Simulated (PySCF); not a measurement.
# Orbital picture of SbPb

PW91 at R = 2.727 Å; basis Sb def2-SVP with ECP28, Pb def2-SVP with ECP60; scalar-relativistic core potentials; PySCF 2.14. State: ²Π (doublet), unpaired electrons π ↑. Only the outer orbitals are listed, counted within each symmetry, core potentials removing the inner ones.

| spin | orbital | occ. | ε (eV) | on Sb (%) | main shells (%) |
| --- | --- | --- | --- | --- | --- |
| α | 7σ | 1 | -13.69 | 54 | 52 Sb s, 43 Pb s |
| α | 8σ | 1 | -11.18 | 46 | 52 Pb s, 43 Sb s |
| α | 5π | 1 | -5.42 | 72 | 72 Sb p, 27 Pb p |
| α | 9σ | 1 | -5.24 | 57 | 55 Sb p, 40 Pb p |
| α | 5π | 1 | -4.85 | 67 | 67 Sb p, 32 Pb p |
| α | 6π | 0 | -3.25 | 28 | 72 Pb p, 27 Sb p |
| α | 6π | 0 | -2.82 | 32 | 67 Pb p, 32 Sb p |
| α | 10σ | 0 | -0.50 | 36 | 66 Pb p, 40 Sb p |
| β | 7σ | 1 | -13.36 | 46 | 51 Pb s, 44 Sb s |
| β | 8σ | 1 | -10.89 | 53 | 50 Sb s, 44 Pb s |
| β | 9σ | 1 | -5.04 | 55 | 53 Sb p, 42 Pb p |
| β | 5π | 1 | -4.65 | 60 | 59 Sb p, 40 Pb p |
| β | 5π | 0 | -4.60 | 57 | 56 Sb p, 43 Pb p |
| β | 6π | 0 | -2.72 | 40 | 60 Pb p, 40 Sb p |
| β | 6π | 0 | -2.71 | 43 | 57 Pb p, 42 Sb p |

Q: Which are the highest filled and the lowest empty level, where do they sit, and how wide is the gap?

A: Highest filled β 5π at -4.65 eV (in %: 59 Sb p, 40 Pb p); lowest empty β 5π at -4.60 eV (in %: 56 Sb p, 43 Pb p); the gap at PW91 is 0.05 eV. Both belong to one degenerate shell, split only by its one-sided filling, so this is no excitation gap.

```
bond order (Mayer)                               : 2.29
⟨S²⟩                                             : 0.758
charge on Sb (Mulliken, basis-dependent)         : -0.12
charge on Sb (Löwdin, basis-dependent)           : -0.06
dipole moment (positive dipole means Sb(−)Pb(+)) : 1.72 D
```

These are scalar-relativistic numbers at best; spin–orbit coupling would shift them, the dissociation energy most. The state is the lowest determinant that a PBE0 search found; another state may lie lower at other levels.
